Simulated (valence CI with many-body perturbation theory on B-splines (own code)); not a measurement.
## Ladder of approximations for Os27+

Computed by relativistic CI+MBPT: three valence electrons over a frozen Dirac-Fock core [Kr] 4d10, radial functions for each j: 8 s, 8 p, 9 d, 9 f, 6 g, 3 h, 2 i, with the one-electron correlation potential Σ1, the two-electron term Σ2, the three-electron term Σ3, Breit, model QED; selected CI, second order for the rest (own B-spline code, finite nucleus).

The last digits are not significant, and no measured levels were compared; by estimate large intervals hold to a few tenths of a per cent, small ones and those within an open d or f shell to about a per cent. Core correlation moves these levels by up to 50000 cm⁻¹, and in measured spectra 5 to 20 % of such shifts remained as error; rates that hang on mixing are uncertain with them.

Each rung adds one term. CI alone is the Dirac-Coulomb CI over the frozen core; QED comes last and gives the full result, which names the levels. Energies are above 4f3 4I°_9/2 on the same rung, in eV.

Names give the largest LS component (configuration and term), which can be under half, so a name can repeat, a term be missing and a line seem to break the LS rules; names also repeat where a configuration has a term twice. Letters in brackets count levels of one name in rising energy.

| Level | CI alone | + Σ1 | + Σ2 | + Σ3 | + Breit | Full |
| --- | --- | --- | --- | --- | --- | --- |
| 4f3 4I°_11/2 | 3.131 | 3.203 | 3.300 | 3.309 | 3.120 | 3.135 |
| 4f3 4F°_3/2 | 4.866 | 4.886 | 4.528 | 4.561 | 4.648 | 4.649 |
| 4f3 4I°_13/2 | 5.726 | 5.842 | 5.965 | 5.976 | 5.631 | 5.655 |
| 4f3 2H°_9/2 [a] | 6.340 | 6.412 | 6.390 | 6.345 | 6.208 | 6.221 |
| 4f3 4F°_5/2 | 6.940 | 6.998 | 6.690 | 6.701 | 6.706 | 6.714 |
| 4f3 4S°_3/2 | 7.694 | 7.782 | 7.550 | 7.678 | 7.607 | 7.622 |
| 4f3 4F°_7/2 | 7.934 | 8.023 | 7.896 | 7.857 | 7.715 | 7.731 |
| 4f3 4I°_15/2 | 7.915 | 8.057 | 8.164 | 8.171 | 7.705 | 7.733 |
| 4f3 4G°_5/2 | 8.046 | 8.115 | 7.757 | 7.775 | 7.744 | 7.755 |
| 4f3 4G°_7/2 | 9.528 | 9.631 | 9.316 | 9.337 | 9.230 | 9.248 |
| 4f3 4F°_9/2 | 10.332 | 10.480 | 10.393 | 10.380 | 10.095 | 10.122 |
| 4f3 2K°_13/2 | 10.408 | 10.531 | 10.484 | 10.473 | 10.150 | 10.173 |
| 4f3 2H°_11/2 [a] | 10.515 | 10.655 | 10.585 | 10.596 | 10.285 | 10.311 |
| 4f3 2D°_3/2 [a] | 11.395 | 11.520 | 11.116 | 11.195 | 11.083 | 11.103 |
| 4f3 2P°_1/2 | 11.576 | 11.681 | 11.261 | 11.408 | 11.332 | 11.348 |
| 4f3 2G°_7/2 [a] | 11.742 | 11.901 | 11.845 | 11.804 | 11.543 | 11.573 |
| 4f3 4G°_9/2 | 12.094 | 12.243 | 11.990 | 11.997 | 11.731 | 11.758 |
| 4f3 2L°_15/2 [a] | 12.381 | 12.527 | 12.353 | 12.365 | 11.937 | 11.963 |
| 4f3 2D°_5/2 [a] | 12.400 | 12.496 | 12.004 | 12.074 | 12.048 | 12.061 |
| 4f3 2H°_11/2 [b] | 13.374 | 13.510 | 13.237 | 13.211 | 12.913 | 12.937 |
| 4f3 2D°_3/2 [b] | 13.522 | 13.651 | 13.283 | 13.386 | 13.240 | 13.263 |
| 4f3 2D°_5/2 [b] | 14.041 | 14.203 | 13.960 | 14.002 | 13.748 | 13.778 |
| 4f3 4G°_11/2 | 14.845 | 15.024 | 14.751 | 14.815 | 14.432 | 14.464 |
| 4f3 2H°_9/2 [b] | 14.946 | 15.148 | 14.964 | 14.954 | 14.593 | 14.628 |
| 4f3 4D°_1/2 | 15.509 | 15.677 | 15.238 | 15.354 | 15.131 | 15.161 |
| 4f3 2I°_13/2 | 16.315 | 16.490 | 16.167 | 16.283 | 15.850 | 15.881 |
| 4f3 4D°_7/2 | 16.513 | 16.677 | 16.096 | 16.139 | 15.937 | 15.964 |
| 4f3 2D°_3/2 [c] | 16.339 | 16.536 | 16.127 | 16.224 | 15.960 | 15.994 |
| 4f3 2L°_15/2 [b] | 16.633 | 16.840 | 16.693 | 16.699 | 16.173 | 16.212 |
| 4f3 2L°_17/2 | 17.104 | 17.284 | 16.878 | 16.909 | 16.356 | 16.388 |
| 4f3 2H°_9/2 [c] | 17.016 | 17.206 | 16.940 | 16.915 | 16.553 | 16.589 |

Question: How does the ionisation energy move along the ladder, and which term matters most?

Answer: CI alone 888.31, + Σ1 891.97, + Σ2 898.16, + Σ3 898.19, + Breit 898.12, + QED 898.18 eV. The largest step is Σ2, 6.19 eV. NIST lists 920 ± 50 eV (theoretical).
